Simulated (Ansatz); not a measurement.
Ansatz (a program for electronic structure) input (SVWN5/def2-TZVP):

Ansatz 0.2 input:
```yaml
crystal:
  periodic: [false, false, false]
  atoms:
    - {symbol: W, position_ang: [-0.00000000, -0.00000000, -0.20658329]}
    - {symbol: F, position_ang: [0.00000000, 0.00000000, 1.69857375]}
basis:
  gaussian:
    orbitals: def2-TZVP
hamiltonian:
  xc: {name: SVWN5}
magnetization: {spin_polarized: true, initial_magnetization: 5}
relax: {f_tol: 0.003, max_steps: 100}
```

End of the output:

```
mean field -4520.62500217 eV, -166.1299046401 hartree, gradient 1.5e-5 eV, S^2 8.754698; 0 other end points of the search recorded, 0 dependent functions left out
the calculation of the forces begins
reference -4520.62503483 eV, -166.1299058404 hartree; 14, 9 occupied and 57, 62 virtual orbitals, 480 factors
relax step   4: F+E_penalty+E_count = -4520.62500217 eV  Δ(F+E_penalty+E_count) = -3.051e-7 eV  max|allowed force component| = 6.762e-4 eV/Å  Δτ_max = 0.0001 Å  (19 SCF iters, accepted)
integrals: 0.01 GiB planned
480 factors; their error is unknown
mean field: 0.16 GiB planned
mean field evaluation 64: about -4520.6250 eV, gradient 1.9e-3 eV
mean field -4520.62500217 eV, -166.1299046401 hartree, gradient 1.5e-5 eV, S^2 8.754698; 4 other end points of the search recorded, 0 dependent functions left out
the calculation of the forces begins
reference -4520.62503483 eV, -166.1299058404 hartree; 14, 9 occupied and 57, 62 virtual orbitals, 480 factors
Total energy: -4520.62503483 eV, -166.1299058404 hartree
Atom 0 at     0.000000    -0.000000    -0.190186 Å, force    -0.000000     0.000000     0.000676 eV/Å
Atom 1 at    -0.000000     0.000000     1.682177 Å, force     0.000000    -0.000000    -0.000676 eV/Å
Dipole moment:    -0.000000    -0.000000    -0.463487 e Å
```

The spin state was set by rule; other spins were not relaxed.
